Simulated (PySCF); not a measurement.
SMILES c1oc(cc1)-c1sc(OC)cc1 (C9H8O2S) (GFN2-xTB optimised geometry):

```
20

C     -2.506    -3.297     0.006
O     -1.112    -3.500     0.000
C     -0.339    -2.401     0.000
C      1.027    -2.401     0.000
C      1.568    -1.103     0.000
C      0.623    -0.114     0.000
C      0.805     1.305     0.000
C      1.948     2.070     0.006
C      1.519     3.415     0.004
C      0.158     3.378    -0.003
O     -0.283     2.109    -0.005
S     -0.986    -0.786     0.000
H     -2.956    -4.288     0.008
H     -2.827    -2.744    -0.883
H     -2.819    -2.745     0.898
H      1.609    -3.303     0.000
H      2.623    -0.902     0.000
H      2.956     1.713     0.012
H      2.140     4.288     0.007
H     -0.582     4.153    -0.007
```

Method: PBE0/def2-SVP (PySCF).

**Question.** What are the frontier orbital energies and the dipole moment?

**Answer.** HOMO-2 -7.39 eV, HOMO-1 -7.28 eV, HOMO -5.32 eV, LUMO -0.75 eV, LUMO+1 0.87 eV; dipole moment 0.78 D.

On the same geometry PBE/def2-SVP (PySCF) gives HOMO-2 -6.17 eV, HOMO-1 -6.08 eV, HOMO -4.36 eV, LUMO -1.44 eV, LUMO+1 -0.15 eV; dipole moment 1.02 D.

Meta-Löwdin charges at PBE0/def2-SVP: C1 -0.09, O2 -0.31, C3 0.10, C4 -0.19, C5 -0.13, C6 -0.13, C7 0.16, C8 -0.18, C9 -0.17, C10 0.03, O11 -0.24, S12 0.20, H13 0.13, H14 0.10, H15 0.10, H16 0.12, H17 0.12, H18 0.12, H19 0.12, H20 0.13.
